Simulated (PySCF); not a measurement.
Electron correlation in Al⁺ (aluminium, charge +1)

[Ne] 3s1 4s1, 4s spin antiparallel (an excited configuration). All numbers are calculated (PySCF 2.14, the non-relativistic Hamiltonian (point nucleus), in aug-cc-pwCVTZ). Frozen: 1s2; 10 electrons correlated.

MP2 pair energies summed by pair of shells (mhartree):

| pair | energy | share (%) |
| --- | --- | --- |
| 2p-2p | -172.23 | 61.6 |
| 2s-2p | -47.23 | 16.9 |
| 3s-4s | -28.25 | 10.1 |
| 2p-4s | -10.58 | 3.8 |
| 2p-3s | -10.58 | 3.8 |
| 2s-2s | -8.37 | 3.0 |
| 2s-3s | -1.11 | 0.4 |
| 2s-4s | -1.11 | 0.4 |

Total MP2 correlation energy: -279.45 mhartree.

Same-spin part -71.53 and opposite-spin part -207.93 mhartree; SCS-MP2 scales them by 1/3 and 6/5 to -273.35 mhartree.
